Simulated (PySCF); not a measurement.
Simulation results for GeH5O2Si, GeH5NOSi, Ge2H4O2

Calculation on a computer-drawn molecule: the log of a Hartree-Fock and frozen-core CCSD(T) single point meant for a local Hartree-Fock minimum, with one planted fault or none, to be diagnosed. Offsets are logged minus clean, where the clean run is the same molecule without the fault. The reference is restricted for singlets and unrestricted otherwise, and also for a bond in bohr or an excited solution. Adding or removing an electron swaps singlet and doublet. The excited solution moves the top pair (singlet) or top alpha electron (doublet) to the lowest empty orbital. Highest occupied and lowest empty are orbital energies over both spins, largest force is the largest gradient component, triples share is (T) over the correlation energy, the T1 limit is 0.02 restricted and 0.045 unrestricted, electrons count all cores, a negative frequency is imaginary (commonest isotopes), and the dipole is about the centre of nuclear charge; on germanium a core potential holds 10 electrons, which the energies leave out, and 3d is frozen in MP2 and coupled-cluster steps. Program: PySCF 2.14.0.

Common to all runs: meant charge 0; meant basis and core potential on germanium cc-pVDZ-PP ECP10MDF; logged SCF converged yes; logged CC converged yes; logged SCF stable within its kind yes; possible faults no fault, one electron removed, one electron added, multiplicity raised by two, geometry at a saddle point, SCF held on an excited solution, minimal basis STO-3G, one bond length entered in bohr, all coordinates scaled.

```yaml
- entry: 1
  formula: GeH5O2Si
  logged_structure:
    atoms_angstrom:
      - [O, 1.5054, 0.6417, -0.9285]
      - [Ge, 1.5153, 0.7927, 0.8429]
      - [O, 0.6622, -0.7082, 1.3235]
      - [Si, 0.2334, 2.7999, 1.4115]
      - [H, 1.297, -0.2325, -1.2322]
      - [H, 0.7366, -0.9518, 2.235]
      - [H, 0.1608, 2.882, 2.8889]
      - [H, -1.1336, 2.7536, 0.8462]
      - [H, 0.9644, 3.975, 0.8899]
  given:
    meant_multiplicity: 2
    meant_basis: "cc-pV(D+d)Z"
    logged_electrons: 67
    logged_basis_functions: 99
    logged_spin_squared: 0.7649
    "logged_highest_occupied [eV]": -8.3939
    "logged_lowest_empty [eV]": 1.0058
    "logged_largest_force [hartree/bohr]": 2.6599e-05
    "logged_lowest_frequency [cm^-1]": 91.712
    logged_T1_diagnostic: 0.017991
    logged_D1_diagnostic: 0.079424
    logged_triples_share: 0.024004
    "logged_dipole_magnitude [debye]": 2.1224
    "logged_energy_HF [hartree]": -734.97321
    "logged_energy_CCSD(T) [hartree]": -735.58487
    drawn_bonds_atom: [1, 2, 2, 1, 3, 4, 4, 4]
    drawn_bonds_other_atom: [2, 3, 4, 5, 6, 7, 8, 9]
    drawn_bonds_order: [1, 1, 1, 1, 1, 1, 1, 1]
  results:
    planted_fault: "no fault"
    "HF_energy_offset_from_clean_run [kcal/mol]": 0.0
    "CCSD(T)_energy_offset_from_clean_run [kcal/mol]": 0.0
- entry: 2
  formula: GeH5O2Si
  logged_structure:
    atoms_angstrom:
      - [O, 1.5054, 0.6417, -0.9285]
      - [Ge, 1.5153, 0.7927, 0.8429]
      - [O, 0.6622, -0.7082, 1.3235]
      - [Si, 0.2334, 2.7999, 1.4115]
      - [H, 1.297, -0.2325, -1.2322]
      - [H, 0.7366, -0.9518, 2.235]
      - [H, 0.1608, 2.882, 2.8889]
      - [H, -1.1336, 2.7536, 0.8462]
      - [H, 1.6148, 5.0205, 0.4259]
  given:
    meant_multiplicity: 2
    meant_basis: "cc-pV(D+d)Z"
    logged_electrons: 67
    logged_basis_functions: 99
    logged_spin_squared: 1.5627
    "logged_highest_occupied [eV]": -8.5047
    "logged_lowest_empty [eV]": 0.82059
    "logged_largest_force [hartree/bohr]": 0.0084931
    logged_T1_diagnostic: 0.043588
    logged_D1_diagnostic: 0.20323
    logged_triples_share: 0.029308
    "logged_dipole_magnitude [debye]": 2.1699
    "logged_energy_HF [hartree]": -734.86214
    "logged_energy_CCSD(T) [hartree]": -735.46466
    drawn_bonds_atom: [1, 2, 2, 1, 3, 4, 4, 4]
    drawn_bonds_other_atom: [2, 3, 4, 5, 6, 7, 8, 9]
    drawn_bonds_order: [1, 1, 1, 1, 1, 1, 1, 1]
  results:
    planted_fault: "one bond length entered in bohr, row 8 of the drawn bonds"
    "HF_energy_offset_from_clean_run [kcal/mol]": 69.7
    "CCSD(T)_energy_offset_from_clean_run [kcal/mol]": 75.43
- entry: 3
  formula: GeH5NOSi
  logged_structure:
    atoms_angstrom:
      - [O, 2.3039, 0.7744, 0.1274]
      - [Ge, 1.4148, -0.6636, -0.4475]
      - ["N", 1.2956, -0.2436, -2.2496]
      - [Si, 0.5502, -1.1719, -3.5118]
      - [H, 2.559, 1.4595, -0.4745]
      - [H, 1.7101, 0.6268, -2.5451]
      - [H, 0.0056, -2.3993, -2.8892]
      - [H, 1.5189, -1.5521, -4.5679]
      - [H, -0.5529, -0.4307, -4.1692]
  given:
    meant_multiplicity: 1
    meant_basis: "cc-pV(D+d)Z"
    logged_electrons: 67
    logged_basis_functions: 99
    logged_spin_squared: 0.7678
    "logged_highest_occupied [eV]": 0.41072
    "logged_lowest_empty [eV]": 8.0971
    "logged_largest_force [hartree/bohr]": 0.065863
    logged_T1_diagnostic: 0.015104
    logged_D1_diagnostic: 0.050126
    logged_triples_share: 0.025077
    "logged_dipole_magnitude [debye]": 4.2372
    "logged_energy_HF [hartree]": -714.56128
    "logged_energy_CCSD(T) [hartree]": -715.16072
    drawn_bonds_atom: [1, 2, 3, 1, 3, 4, 4, 4]
    drawn_bonds_other_atom: [2, 3, 4, 5, 6, 7, 8, 9]
    drawn_bonds_order: [1, 1, 1, 1, 1, 1, 1, 1]
  results:
    planted_fault: "one electron added"
    "HF_energy_offset_from_clean_run [kcal/mol]": 26.03
    "CCSD(T)_energy_offset_from_clean_run [kcal/mol]": 24.99
  notes: ["highest electron not bound in this basis"]
- entry: 4
  formula: Ge2H4O2
  logged_structure:
    atoms_angstrom:
      - [O, -2.4371, -2.2417, -0.5887]
      - [Ge, -1.0927, -1.2509, -1.1892]
      - [O, -0.441, -0.7894, 0.4077]
      - [Ge, 0.8597, 0.156, 1.1531]
      - [H, -2.4959, -2.2943, 0.3579]
      - [H, 1.705, -0.7943, 2.0005]
      - [H, 1.716, 0.7939, 0.0529]
      - [H, 0.2168, 1.2377, 2.0203]
  given:
    meant_multiplicity: 1
    meant_basis: cc-pVDZ
    logged_electrons: 84
    logged_basis_functions: 94
    logged_spin_squared: 2.0108
    "logged_highest_occupied [eV]": -6.9645
    "logged_lowest_empty [eV]": -0.80797
    "logged_largest_force [hartree/bohr]": 0.024125
    logged_T1_diagnostic: 0.021709
    logged_D1_diagnostic: 0.11044
    logged_triples_share: 0.025156
    "logged_dipole_magnitude [debye]": 2.389
    "logged_energy_HF [hartree]": -738.76798
    "logged_energy_CCSD(T) [hartree]": -739.34372
    drawn_bonds_atom: [1, 2, 3, 1, 4, 4, 4]
    drawn_bonds_other_atom: [2, 3, 4, 5, 6, 7, 8]
    drawn_bonds_order: [1, 1, 1, 1, 1, 1, 1]
  results:
    planted_fault: "multiplicity raised by two"
    "HF_energy_offset_from_clean_run [kcal/mol]": 68.43
    "CCSD(T)_energy_offset_from_clean_run [kcal/mol]": 83.67
- entry: 5
  formula: Ge2H4O2
  logged_structure:
    atoms_angstrom:
      - [O, -2.4371, -2.2417, -0.5887]
      - [Ge, -1.0927, -1.2509, -1.1892]
      - [O, -0.441, -0.7894, 0.4077]
      - [Ge, 0.8597, 0.156, 1.1531]
      - [H, -2.4959, -2.2943, 0.3579]
      - [H, 1.705, -0.7943, 2.0005]
      - [H, 1.716, 0.7939, 0.0529]
      - [H, 0.2168, 1.2377, 2.0203]
  given:
    meant_multiplicity: 1
    meant_basis: cc-pVDZ
    logged_electrons: 84
    logged_basis_functions: 94
    logged_spin_squared: 0.0
    "logged_highest_occupied [eV]": -10.125
    "logged_lowest_empty [eV]": 1.7036
    "logged_largest_force [hartree/bohr]": 2.4154e-06
    "logged_lowest_frequency [cm^-1]": 44.174
    logged_T1_diagnostic: 0.018107
    logged_D1_diagnostic: 0.065018
    logged_triples_share: 0.025876
    "logged_dipole_magnitude [debye]": 2.0047
    "logged_energy_HF [hartree]": -738.87703
    "logged_energy_CCSD(T) [hartree]": -739.47705
    drawn_bonds_atom: [1, 2, 3, 1, 4, 4, 4]
    drawn_bonds_other_atom: [2, 3, 4, 5, 6, 7, 8]
    drawn_bonds_order: [1, 1, 1, 1, 1, 1, 1]
  results:
    planted_fault: null
```

To be estimated
1. Which fault was planted in the run of Ge2H4O2 (entry 5)?

Calculated values
1. no fault

Further results for Ge2H4O2 (entry 5):

- HF energy offset from clean run: 0 kcal/mol
- CCSD(T) energy offset from clean run: 0 kcal/mol
